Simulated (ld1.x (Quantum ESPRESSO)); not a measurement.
**Before and after: TM potential for Sn (Z = 50)**

- Element: tin (Sn)
- Generator: ld1.x (Quantum ESPRESSO) 7.5
- Type: norm-conserving Troullier–Martins (Kleinman–Bylander form)
- Functional: PBEsol
- Relativity: scalar-relativistic
- Frozen core: [Kr] 4d10
- Valence charge: 4
- Reference configuration: 5s1 5p3
- Partial waves: 5p (bound): rc 1.95 bohr; 5d channel at 0.05 Ry: rc 1.95 bohr; 5s (bound): rc 1.85 bohr
- Local potential: the s channel
- Core correction: none

All-electron outer shells of the reference configuration (PBEsol, scalar-relativistic, ld1.x):

```tsv
shell	level (eV)	outermost node (bohr)	outermost maximum (bohr)
4p	-91.11	0.41	0.79
4d	-27.27	0.39	0.88
5s	-11.46	0.98	1.99
5p	-4.34	1.09	2.52
```

Change: wave 5s (bound): rc 1.85 bohr becomes 5s (bound): rc 2.34 bohr.

Cutoffs: the cutoffs (Ry, on a coarse ladder) from which the occupation-weighted sum of valence levels, in a spherical-Bessel basis at the reference potential, stays within 10 and 1 mRy of its value at 400 Ry; they do not see the model core or the augmentation charge, which bear on the density cutoff. Errors are all-electron minus pseudo energies relative to the spin-unpolarised reference configuration.

Question: What does the change do?

Answer: The potential gets neither clearly harder nor softer (25 Ry and 45 Ry → 25 Ry and 45 Ry); both files keep a bound ghost (d); of the 7 tests that both files solve, the error grows in 0 and shrinks in 5 by more than 15 % and 0.3 meV (median size 13.1 → 11.2 meV). That the errors move this way runs against the usual rule that smaller radii transfer better.

| quantity | base | changed |
| --- | --- | --- |
| cutoff, loose | 25 Ry | 25 Ry |
| cutoff, tight | 45 Ry | 45 Ry |
| bound ghosts | d | d |
| error for 5s2 5p2, meV [ΔE -7.01 eV] | +13 | +11 |
| error for 5s2 5p1, meV [ΔE -0.11 eV] | +2.9 | +1.2 |
| error for 5s2 5p0, meV [ΔE 13.86 eV] | -27 | -27 |
| error for 5s1 5p2, meV [ΔE 7.58 eV] | -7.4 | -7.1 |
| error for 5s0 5p4, meV [ΔE 7.24 eV] | +16 | +13 |
| error for 5s2 5p2.3, meV [ΔE -7.86 eV] | +13 | +11 |
| error for 5s1 5p0, meV [ΔE 44.88 eV] | -12 | -7.2 |

 A true bound ghost makes a file unfit for plane-wave use even where its test errors are small: the radial tests pick states by their node count and pass the ghost by.
